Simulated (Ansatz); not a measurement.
```yaml
crystal:
  periodic: [false, false, false]
  atoms:
    - {symbol: C, position_ang: [-0.244982, 0.997379, -0.610032]}
    - {symbol: N, position_ang: [-0.302908, -0.362437, -0.468686]}
    - {symbol: C, position_ang: [0.631871, -0.844016, 0.607252]}
    - {symbol: Au, position_ang: [-2.189271, -0.973677, -0.114642]}
    - {symbol: H, position_ang: [-0.859509, 1.367308, -1.421757]}
    - {symbol: H, position_ang: [-0.385944, 1.553670, 0.301091]}
    - {symbol: H, position_ang: [0.823672, 1.209835, -0.969298]}
    - {symbol: H, position_ang: [0.522542, -2.011183, 0.758895]}
    - {symbol: H, position_ang: [0.500131, -0.319615, 1.576412]}
    - {symbol: H, position_ang: [1.662458, -0.651655, 0.288320]}
basis:
  gaussian: {orbitals: def2-TZVPP, final_grid: {core_spheres: 1, valence_spheres: 1, degree: 1}}
hamiltonian: {xc: {name: PBE}}
```

```sh
$ ansatz run in.yaml --threads 4 --pin off --events-out ev --progress --plain --max-ram 10444MiB
```

Output, abridged:

```
Functional definition: PBE
1242 factors; their error is unknown
mean field evaluation 1: about -7334.2866 eV, gradient 8.5e1 eV
mean field evaluation 2: about -7100.5888 eV, gradient 2.6e2 eV
mean field evaluation 4: about -7347.2179 eV, gradient 4.7e1 eV
mean field evaluation 8: about -7351.8774 eV, gradient 4.2e-1 eV
a density is far from that of the atoms, so the factors are made again for it
2316 factors; integrals over basis functions are off by at most 1.4e-4 eV
mean field -8007.50259642 eV, -294.2702927382 hartree, gradient 2.0e-5 eV, S^2 0.000000; 0 other end points of the search recorded, 0 dependent functions left out
reference -8007.50275363 eV, -294.2702985155 hartree; 22, 22 occupied and 211, 211 virtual orbitals, 2316 factors
Total energy: -8007.50275363 eV, -294.2702985155 hartree
```

In this input the integration grid is far too coarse. Self-consistency was reached. The result belongs to that input, not to the molecule as meant.
